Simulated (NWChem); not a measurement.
Species: SiH2F2; SMILES F[SiH2]F

```xyz
5

Si     0.0000     0.0000     0.4594
F      1.3151     0.0000    -0.4979
F     -1.3151     0.0000    -0.4979
H      0.0000     1.2578     1.2648
H      0.0000    -1.2578     1.2648
```
Atoms are numbered in this order, from 1.

Program: NWChem. The geometry was optimised at PBE-D3(BJ)/def2-SVP. Ions are spin-unrestricted doublets at the neutral geometry; other ion states weren't tried.

| level | vertical ionisation energy, ΔSCF (eV) | −ε(HOMO) (eV) | ΔSCF minus −ε(HOMO) (eV) |
|---|---|---|---|
| B3LYP/def2-TZVP | 12.69 | 9.78 | 2.91 |
| PBE/def2-TZVP | 12.17 | 8.44 | 3.73 |
| LDA (Slater exchange, VWN5)/def2-TZVP | 12.25 | 8.49 | 3.76 |
| Hartree-Fock/def2-TZVP | 12.74 | 13.70 | -0.96 |
| r2SCAN/def2-TZVP | 12.41 | 8.84 | 3.57 |
